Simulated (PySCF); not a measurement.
## [Pb(SH)2]2+ at several levels of theory

Computed with PySCF 2.14.0 (density fitting, no spin-orbit coupling) at the geometry relaxed with PBE0:

```xyz
5
[Pb(SH)2]2+ (singlet)
Pb    0.0000    0.0000    0.4310
S     2.3948    0.3597    0.5792
H     2.6691   -0.5753   -0.3878
S    -2.3948   -0.3597    0.5792
H    -2.6691    0.5753   -0.3878
```

| level | basis | state | HOMO (eV) | gap (eV) | charge on Pb1 (e) | dipole about the centre of mass (D) | largest force component (eV/Å) |
| --- | --- | --- | --- | --- | --- | --- | --- |
| PBE0 | Pb def2-SVP with ECP60, S def2-SVP, H def2-SVP | singlet | -18.96 | 3.39 | 1.13 | 1.70 | 0.02 |
| r2SCAN | the same | singlet | -18.08 | 1.75 | 1.13 | 1.69 | 0.12 |
| CAM-B3LYP | the same | singlet | -20.22 | 5.69 | 1.09 | 1.67 | 0.07 |

Charges are Mulliken's, which hang on the basis. The relaxation used the grid (50, 194), these runs (75, 302) or, all-electron (x2c bases, spin-free X2C Hamiltonian), (99, 590).

(1) What does PBE0 with Pb def2-TZVP with ECP60, S def2-TZVP, H def2-TZVP give here?

## Answers

(1) state singlet, HOMO (eV) -18.84, gap (eV) 3.51, charge on Pb1 (e) 1.20, dipole about the centre of mass (D) 1.35, largest force component (eV/Å) 0.51. Time: 6.1 s on 2 threads of Arm Neoverse V1 (shared host), from free ions and atoms.
